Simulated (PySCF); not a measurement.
```xyz
6
charge 0 multiplicity 1, angstrom
V     0.0000    0.0000    0.0000
Cl    0.0000    0.0000    2.1944
Cl    0.0000    0.0000   -2.1944
Cl    2.1434    0.0000    0.0000
Cl   -1.0717    1.8563    0.0000
Cl   -1.0717   -1.8563    0.0000
```

All numbers come from PBE0 in PySCF with V def2-SVP, Cl def2-SVP; no relativity; density-fitted integrals.

This geometry of VCl₅ is a stationary point at this level.

What is the point group?

D3h.

Is it a minimum?

Yes: all harmonic wavenumbers are real, though the softest, 46 cm⁻¹, leaves little margin.

What are the dipole moment and the gap between the highest occupied and lowest empty levels?

0.00 D and 3.35 eV.

Give the atomic charges and bond orders.


```tsv
atom	Mulliken	Löwdin	polar tensor	Mayer order to V1
V1	0.27	-0.52	2.42	–
Cl2,3	-0.08	0.06	-0.57	1.29
Cl4,5,6	-0.04	0.13	-0.43	1.36
```

What is the atomisation energy, with and without zero-point energy?

1583 kJ/mol without, 1564 kJ/mol with.

This need not be the most stable arrangement of these atoms.
